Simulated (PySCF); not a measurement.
PySCF input for AlH7O2Si2, SMILES [OH][Al]([OH])[SiH2][SiH3], B3LYP/pcSseg-1. Coordinates come from a TPSSh-D3(BJ)/def2-SVP optimisation. The structure was generated by enumeration; whether it is a known compound was not checked. The values are those of a single conformer.

```python
import numpy as np
from pyscf import gto, scf, dft
from pyscf.prop.nmr import rks as nmr

mol = gto.M(
    atom='''
    Si    2.44182813   -0.64573687    0.41825293
    Si    0.54579690   -0.73201413   -0.97095310
    Al   -1.27938725    0.48889325    0.05380182
    O    -1.38452792    2.16509178   -0.25450391
    O    -2.33624647   -0.37273979    1.08166079
    H     3.60038202   -1.38321499   -0.16147437
    H     2.12197738   -1.24036827    1.74826386
    H     2.84605846    0.77352267    0.63471061
    H     0.91590748   -0.14825246   -2.29501216
    H     0.19128862   -2.16719551   -1.18337096
    H    -2.01884566    2.80486671    0.08663922
    H    -3.08528908   -0.04527221    1.59136747
    ''',
    basis='pcSseg-1',
    charge=0,
    spin=0,
    max_memory=1600,
    verbose=3,
)
mf = dft.RKS(mol, xc='b3lyp')
mf.grids.level = 3
mf.conv_tol = 1e-10
mf.max_cycle = 100
mf.kernel()
n = nmr.NMR(mf)
n.verbose = 2
n.max_cycle_cphf = 60
sigma = n.kernel()
print('atom   isotropic/ppm   span/ppm')
for i, s in enumerate(sigma):
    w = np.linalg.eigvalsh((s + s.T) / 2)
    print(f'{mol.atom_symbol(i):2s}{i + 1:3d} {w.mean():14.3f} {w[2] - w[0]:11.3f}')
```

Program output:

```
converged SCF energy = -976.215130936972
atom   isotropic/ppm   span/ppm
Si  1        441.361      23.469
Si  2        482.727      49.764
Al  3        423.403     109.405
O   4        277.919     129.085
O   5        277.847     129.162
H   6         27.718       9.139
H   7         27.951       8.178
H   8         27.946       8.176
H   9         28.640       9.094
H  10         28.644       9.121
H  11         29.275      21.809
H  12         29.270      21.802
```

Self-consistency was reached.

Cost: roughly 40 core-seconds.
